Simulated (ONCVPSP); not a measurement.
O (Z = 8): excitation energies, all-electron against ONCV

```json
{"Element": "oxygen", "Generator": "ONCVPSP 4.0.1", "Type": "optimised norm-conserving Vanderbilt (ONCV)", "Functional": "PBE", "Relativity": "non-relativistic", "Frozen core": "[He]", "Valence charge": "6", "Reference configuration": "2s2 2p4", "Partial waves": "2s: rc 0.70 bohr, ncon 5, nbas 10, qcut 9.6 1/bohr, 1 projector; 2p: rc 1.75 bohr, ncon 3, nbas 7, qcut 8.3 1/bohr, 2 projectors, debl 2.1 Ha; d scattering state at 0.11 Ha: rc 1.35 bohr, ncon 4, nbas 7, qcut 7.3 1/bohr, 2 projectors, debl 1.4 Ha", "Local potential": "polynomial inside 0.55 bohr (lpopt 5, dvloc0 0 Ha)", "Core correction": "none"}
```

Energies are relative to the spin-unpolarised reference configuration 2s2 2p4; without spin polarisation the order of configurations can differ from experiment.

Q: Give the all-electron excitation energy and the error of the potential for: 2s2 2p3; 2s2 2p2; 2s2 2p1; 2s1 2p5.

A:

| valence configuration | charge | ΔE all-electron (eV) | error AE − PS (meV) |
| --- | --- | --- | --- |
| 2s2 2p3 | +1 | 16.439 | +57 |
| 2s2 2p2 | +2 | 50.032 | +433 |
| 2s2 2p1 | +3 | 103.904 | +1603 |
| 2s1 2p5 | 0 | 14.896 | +0.2 |

Levels in the configuration 2s2 2p1:

```csv
level,all-electron (eV),pseudo (eV)
2s,-79.417,-78.668
2p,-64.956,-63.176
```
